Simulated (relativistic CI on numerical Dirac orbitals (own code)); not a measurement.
# Radial parameters of Cs L

These numbers are calculated, not measured: Dirac-Coulomb-Breit CI, KLI orbitals optimised for each configuration, model QED (radiative potential, 1s self-energy scaled to tabulated hydrogen-like ionisation energies), unscaled Slater integrals (own radial code, finite nucleus).

Slater integrals F^k, G^k are unscaled and averaged over j, outside the closed core 1s2; ζ comes from projecting the Hamiltonian with its Breit term on Σ l·s of the shell.

- 2s2 2p2: F^2(2p,2p) = 1.0247e+06, ζ(2p) = 2.0651e+06 cm⁻¹; <r>(2p) = 0.09264, <r^2>(2p) = 0.0104 (bohr units).
- 2s 2p3: F^2(2p,2p) = 1.0235e+06, G^1(2s,2p) = 1.0853e+06, ζ(2p) = 2.0571e+06 cm⁻¹; <r>(2s) = 0.1069, <r^2>(2s) = 0.01346, <r>(2p) = 0.09275, <r^2>(2p) = 0.01043 (bohr units).
- 2p4: F^2(2p,2p) = 1.0216e+06, ζ(2p) = 2.0491e+06 cm⁻¹; <r>(2p) = 0.09291, <r^2>(2p) = 0.01046 (bohr units).

Averages of the first 10 configurations, taken without configuration mixing, which lowers the lowest level and can move excited configurations by several eV; other configurations of the list can lie among them:

```csv
Configuration,Parity,States,Average energy above the lowest level (eV)
2s2 2p2,even,15,506.0
2s 2p3,odd,40,961.0
2p4,even,15,1460.3
2p3 3s,odd,40,6417.4
2p3 3p,even,120,6550.3
2p3 3d,odd,200,6663.9
2s2 2p 3s,odd,12,5520.6
2s2 2p 3p,even,36,5660.9
2s2 2p 3d,odd,60,5774.7
2s 2p2 3s,even,60,5946.6
```
